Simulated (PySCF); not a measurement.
Electron correlation in F²⁺ (fluorine, charge +2)

[He] 2s1 2p3 3s1, high-spin 6S determinant (an excited configuration). All numbers are calculated (PySCF 2.14, the spin-free X2C one-electron Hamiltonian (Gaussian nucleus), in x2c-QZVPPall with one added diffuse shell each of s, p, d, f type (8s5p4d3f1g, 73 functions)). Frozen: 1s2; 5 electrons correlated.

```
  level  correlation energy (mhartree)
   CCSD                         -42.12
    (T)                          -0.19
CCSD(T)                         -42.31
```

Diagnostics: T1 = 0.0030, D1 = 0.0088, largest double amplitude 0.009.

The outer electron is Rydberg-like, and this basis confines it to a smaller radius and binds it less than a complete one would.

Cost of the coupled-cluster step: roughly 5 core-seconds, for 5 correlated electrons.
